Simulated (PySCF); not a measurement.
All numbers come from PBE0/[Br def2-TZVP, F def2-TZVP], no relativity, density fitting, PySCF.

Each entry is the lowest minimum that a search over a few typed start shapes (and spin states, where more than one is plausible) found, or that minimum re-optimised at the stated level; isomers with ligand–ligand bonds, or fragments after loss of a ligand pair, can lie lower. Open shells are unrestricted.

BrF₂ is a doublet of C2v symmetry with Br–F 1.826 Å (×2); F–Br–F 156.4°. Its wavenumbers are 168, 549, 571 cm⁻¹.

What changes when one electron is removed, giving BrF₂⁺?

It costs 10.50 eV between the minima (10.54 eV with zero-point energy). BrF₂⁺ is a singlet of C2v symmetry with Br–F 1.676 Å (×2); F–Br–F 99.0°; wavenumbers 285, 782, 790 cm⁻¹.
